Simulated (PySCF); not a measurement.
Calculated molecular-ion clusters (M+•, centroid m/z and relative intensity) of several compounds:

1. 162.0163 (100.0), 163.0171 (14.7), 164.0142 (8.1), 165.0155 (0.8)
2. 148.1013 (100.0), 149.1047 (8.8), 150.0985 (32.3), 151.1018 (2.8)
3. 135.1043 (100.0), 136.1074 (10.3), 137.1106 (0.5)
4. 199.9268 (100.0), 200.9266 (18.1), 201.9235 (20.7), 202.9232 (3.0), 203.9203 (1.7)
5. 119.9876 (100.0), 120.9902 (4.2), 121.9845 (5.2)
6. 164.0055 (100.0), 165.0071 (10.7), 166.0027 (36.1), 167.0043 (3.6), 168.0009 (1.4)

Lines and terms under 0.3 % are left out. Candidates, as SMILES:
A. `O[Si@]1(O[SiH3])SC[SiH2]S1`
B. `O=S(=O)(O)C1=CC1`
C. `C=CO[SiH2]CC(=O)O[SiH3]`
D. `COC(=O)[SiH2]C/C=C\Cl`
E. `CC[C@@H](C)[C@@](C)(Cl)CC`
F. `N#C[C@@H]1[C@@H]2CCC[C@H]1CC2`

Problem. Match clusters and compounds, and give each formula.

Solution. 
1 = C, C4H10O3Si2, monoisotopic mass of the neutral 162.0168 u; relative to that species, one 29Si gives 10.2 % at +1, one 13C gives 4.3 % at +1, one 30Si gives 6.7 % at +2 and one 18O gives 0.6 % at +2.
2 = E, C8H17Cl, monoisotopic mass of the neutral 148.1019 u; relative to that species, one 13C gives 8.7 % at +1 and one 37Cl gives 32.0 % at +2.
3 = F, C9H13N, monoisotopic mass of the neutral 135.1048 u; relative to that species, one 13C gives 9.7 % at +1 and one 15N gives 0.4 % at +1.
4 = A, CH8O2S2Si3, monoisotopic mass of the neutral 199.9274 u; relative to that species, one 29Si gives 15.2 % at +1, one 33S gives 1.6 % at +1, one 13C gives 1.1 % at +1, one 30Si gives 10.0 % at +2, one 34S gives 9.0 % at +2 and one 18O gives 0.4 % at +2.
5 = B, C3H4O3S, monoisotopic mass of the neutral 119.9881 u; relative to that species, one 13C gives 3.2 % at +1, one 33S gives 0.8 % at +1, one 34S gives 4.5 % at +2 and one 18O gives 0.6 % at +2.
6 = D, C5H9ClO2Si, monoisotopic mass of the neutral 164.0060 u; relative to that species, one 13C gives 5.4 % at +1, one 29Si gives 5.1 % at +1, one 37Cl gives 32.0 % at +2, one 30Si gives 3.3 % at +2 and one 18O gives 0.4 % at +2.

Problem. What is the mean mass of the whole cluster 5, and how does it compare with the molar mass?

Solution. 120.128 u over all lines, faint ones too (the ion lacks one electron, 0.0005 u); standard atomic weights give 120.122 g/mol for C3H4O3S.

Problem. Give the exact less the nominal mass of each, in mDa.

Solution. CH8O2S2Si3 -72.6, C3H4O3S -11.9, C4H10O3Si2 +16.8, C5H9ClO2Si +6.0, C8H17Cl +101.9, C9H13N +104.8 (neutral, monoisotopic).

Abundances used (%; other tables differ somewhat): 12C 98.93, 13C 1.07; 16O 99.757, 17O 0.038, 18O 0.205; 28Si 92.2297, 29Si 4.6832, 30Si 3.0872; 1H 99.9885, 2H 0.0115; 35Cl 75.78, 37Cl 24.22; 14N 99.632, 15N 0.368; 32S 94.93, 33S 0.76, 34S 4.29, 36S 0.02.
